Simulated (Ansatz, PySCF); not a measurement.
This triplet is an excited state, 2.28 eV above the relaxed singlet at the level frozen-core CCSD(T)/cc-pVTZ // PBE0-D3(BJ)/def2-TZVP (Ansatz, an electronic-structure program).

Cartesian coordinates (Å):
SMILES: F[Si]S
```xyz
4

F      1.9597    -0.5093     0.1759
Si     0.8244     0.5027    -0.3461
S     -1.1034     0.4589     0.4921
H     -1.6807    -0.4524    -0.3219
```
Charge 0, spin multiplicity 3.

**Question.** What is the computed highest occupied spin orbital, dipole moment and total energy (PBE0-D3(BJ)/def2-TZVP (PySCF))?

**Answer.** 
```yaml
highest_occupied_spin_orbital: -5.36 eV
dipole_moment: 1.41 D
total_energy: -787.8252 Ha
```
